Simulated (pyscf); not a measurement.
[HO–Nb(Cl)(Cl)–Cl]•, doublet

Gas-phase minimum from PySCF at ωB97X-D3(BJ)/def2-SVP, one conformer. Other isomers of [HO–Nb(Cl)(Cl)–Cl]• were not searched in full and may lie lower. 

SMILES: [Nb]([Cl])([Cl])([Cl])[OH]
```xyz
6

O      0.6212     1.1510    -0.1839
Nb     0.8594    -0.5599     0.4913
Cl     1.3526    -0.2407     2.7050
Cl    -1.0913    -1.6449    -0.0230
Cl     2.4701    -2.0328    -0.1983
H      0.9646     1.7667    -0.8420
```
Charge 0, spin multiplicity 2.

Bond lengths (Å): O1–Nb2 1.855, O1–H6 0.964, Nb2–Cl3 2.290, Nb2–Cl4 2.291, Nb2–Cl5 2.289. Angles (°): Nb2–O1–H6 142.3, O1–Nb2–Cl3 104.5, O1–Nb2–Cl4 104.2, O1–Nb2–Cl5 125.0, Cl3–Nb2–Cl4 117.8, Cl3–Nb2–Cl5 103.3, Cl4–Nb2–Cl5 103.1.

Properties at ωB97X-D3(BJ)/def2-SVP:

| Property | Value |
|---|---|
| Harmonic wavenumbers, unscaled | 74, 84, 103, 119, 140, 306, 388, 422, 444, 445, 777, 3918 cm⁻¹ |
| Zero-point energy | 10.3 kcal/mol |
| Rotational symmetry number | 1 |
| Entropy of this conformer at 298 K and 1 atm, rigid rotor and harmonic oscillator, modes under 100 cm⁻¹ raised to 100 | 394.1 J/(mol K) |
| Dipole moment | 3.37 D |
| Spin expectation value S2 | 0.752 |

Single-point totals, which compare only within one level:

```tsv
level	total energy (hartree)
ωB97X-D3(BJ)/def2-TZVP	-1513.77095
PBE/def2-TZVP	-1513.10498
r²SCAN/def2-TZVP	-1513.63107
B3LYP-D3(BJ)/def2-TZVP	-1513.79679
PBE0-D3(BJ)/def2-TZVP	-1513.17929
M06-2X/def2-TZVP	-1513.53231
ωB97M-D3(BJ)/def2-TZVP	-1513.83569
```

Soft torsions are taken as harmonic, which can shift the entropy by several J/(mol K). Open-shell species with a d-block atom are single-reference here; other states, and whether the spin sits on metal or ligand, were not checked. Elements past Kr carry the def2 core potentials, without spin-orbit coupling.
